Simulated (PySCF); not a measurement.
# The 20-electron isoelectronic series, spin-free X2C

All values are computed (PySCF 2.14, energy differences of UHF-based or UKS calculations, no spin-orbit coupling). Each ion has its own even-tempered basis scaled to its charge (17s12p7d4f3g for the first); frozen: [Ne]. Ionisation energies in eV.

```csv
ion,configuration,UHF,LDA,PBE,PBE0,r2SCAN,MP2 (outer shells),"NIST (with spin-orbit, Breit and QED)"
Hf⁵²⁺,[Ar] 3d2 (3F),4813.2,4811.1,4812.4,4813.0,4815.0,4812.8,4846 ± 4 (t)
Ta⁵³⁺,[Ar] 3d2 (3F),4987.8,4985.6,4986.9,4987.5,4989.6,4987.4,5024 ± 5 (t)
W⁵⁴⁺,[Ar] 3d2 (3F),5165.7,5163.4,5164.8,5165.4,5167.4,5165.2,5209 ± 4 (s)
Re⁵⁵⁺,[Ar] 3d2 (3F),5346.6,5344.2,5345.6,5346.3,5348.3,5346.1,5388 ± 5 (t)
Os⁵⁶⁺,[Ar] 3d2 (3F),5530.8,5528.3,5529.8,5530.4,5532.5,5530.3,5575 ± 5 (t)
Pt⁵⁸⁺,[Ar] 3d2 (3F),5908.5,5905.9,5907.4,5908.1,5910.3,5908.0,5959 ± 6 (t)
Au⁵⁹⁺,[Ar] 3d2 (3F),6102.2,6099.5,6101.1,6101.7,6104.0,6101.7,6156 ± 7 (t)
Hg⁶⁰⁺,[Ar] 3d2 (3F),6299.0,6296.3,6297.9,6298.6,6300.8,6298.6,6356 ± 10 (t)
Tl⁶¹⁺,[Ar] 3d2 (3F),6499.1,6496.2,6497.9,6498.6,6500.9,6498.7,6560 ± 12 (t)
```

Q: Interpolate the row of Ir⁵⁷⁺.

A: configuration [Ar] 3d2 (3F); UHF 5718.1; LDA 5715.6; PBE 5717.1; PBE0 5717.7; r2SCAN 5719.9; MP2 (outer shells) 5717.7; NIST (with spin-orbit, Breit and QED) 5765 ± 6 (t).

Each ion has its own basis, which adds noise of up to about 0.1 % along the series.

NIST values marked (s) are semi-empirical, (t) theoretical. Open shells are high-spin determinants of the terms that Hund's rules give.

Spin-orbit coupling of the open shells is absent from the calculated values and included in NIST's; it grows fast with Z.
